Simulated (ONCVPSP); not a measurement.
# Transferability test, ONCV potential for tellurium (Te)

Te (Z = 52), optimised norm-conserving Vanderbilt (ONCV), made with ONCVPSP 4.0.1 (LDA (Perdew-Wang 92), scalar-relativistic). Core [Kr], reference 4d10 5s2 5p4. Waves: 5s: rc 1.95 bohr, ncon 4, nbas 7, qcut 3.2 1/bohr, 2 projectors, debl 3.6 Ha; 5p: rc 2.40 bohr, ncon 4, nbas 8, qcut 3.3 1/bohr, 2 projectors, debl 3 Ha; 4d: rc 1.05 bohr, ncon 4, nbas 8, qcut 8 1/bohr, 1 projector. Local part: polynomial inside 0.95 bohr (lpopt 5, dvloc0 1 Ha). Core correction: none.

Energies are relative to the spin-unpolarised reference configuration 4d10 5s2 5p4; without spin polarisation the order of configurations can differ from experiment.

```json
{"valence configuration": "4d10 5s2 5p3", "charge": "+1", "ΔE all-electron (eV)": "9.910", "error AE − PS (meV)": "-4.0"}
{"valence configuration": "4d10 5s2 5p2", "charge": "+2", "ΔE all-electron (eV)": "28.078", "error AE − PS (meV)": "-14"}
{"valence configuration": "4d10 5s2 5p1", "charge": "+3", "ΔE all-electron (eV)": "55.305", "error AE − PS (meV)": "-33"}
{"valence configuration": "4d10 5s1 5p4", "charge": "+1", "ΔE all-electron (eV)": "19.843", "error AE − PS (meV)": "+2.0"}
```

Levels in the configuration 4d10 5s2 5p2:

```tsv
level	all-electron (eV)	pseudo (eV)
4d	-61.088	-61.012
5s	-33.070	-33.072
5p	-22.587	-22.595
```

Note: ghosts flagged at negative energy: s at -184.2 eV, p at -21.6 eV; GHOST(+) flagged for s at 190.1 eV. A true bound ghost makes a file unfit for plane-wave use.
